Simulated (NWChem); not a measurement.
System: SnHOBr, singlet; SMILES [OH][Sn][Br]

The following NWChem deck was run.

```
start job
memory heap 200 mb stack 900 mb global 1100 mb
geometry units angstroms noautoz
  Sn     0.307239     0.962777     0.000000
  Br    -0.233538    -1.543430     0.000000
  O     -1.575997     1.596955     0.000000
  H     -2.238957     0.893336     0.000000
end
basis spherical
  * library def2-svp
end
ecp
  Sn library def2-ecp
end
dft
  xc xcamb88 1.00 lyp 0.81 vwn_5 0.19 hfexch 1.00
  cam 0.33 cam_alpha 0.19 cam_beta 0.46
  iterations 150
  vectors input atomic output neutral.movecs
end
task dft energy
charge 1
dft
  odft
  mult 2
  vectors input atomic output cation.movecs
end
task dft energy
```

Low-valent species are run as closed-shell singlets; no triplet was tried in these runs. Coordinates come from a PBE0/def2-SVP optimisation. No frequency run checked for a minimum. def2 effective core potentials on Sn; no spin-orbit coupling.

Ions are spin-unrestricted doublets at the neutral geometry; other ion states weren't tried.

Task: What results follow from this input? (CAM-B3LYP/def2-SVP with def2 effective core potentials on Sn, vertical spin-unrestricted ions.) Quantities: vertical ionisation energy, ΔSCF (eV); −ε(HOMO) (eV).

Result: 
```
Property                               Result
-------------------------------------  ------
vertical ionisation energy, ΔSCF (eV)    9.95
−ε(HOMO) (eV)                            8.84
```
